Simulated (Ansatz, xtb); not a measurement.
System: H₂O (charge +1, doublet). SMILES: [OH2+]
Structure (B3LYP-D3(BJ)/def2-TZVP (Ansatz, an electronic-structure program) minimum search):
```
O
H 1 1.0078
H 1 1.0078 2 110.00
```
Charge +1, spin multiplicity 2.

Harmonic wavenumbers from GFN2-xTB (xtb, at its own minimum), cm⁻¹: 1008, 2959, 2994.

Problem. Give the harmonic wavenumbers at B3LYP-D3(BJ)/def2-TZVP (Ansatz, finite differences of forces, unscaled).

Solution. 1428, 3314, 3360 cm⁻¹. Zero-point energy 11.6 kcal/mol.

Problem. From these and the geometry, give the ideal-gas thermochemistry at 298.15 K and 1 atm (rigid rotor, harmonic oscillator).

Solution. Point group C2v, rotational symmetry number 2. Rotational constants 844.7, 367.8, 256.3 GHz. S(trans) 34.61, S(rot) 10.70, S(vib) 0.02, S(elec, spin only) 1.38, S 46.7 cal/(mol K). H(298) - H(0) 2.37 kcal/mol; G - E(el) 0.0 kcal/mol.
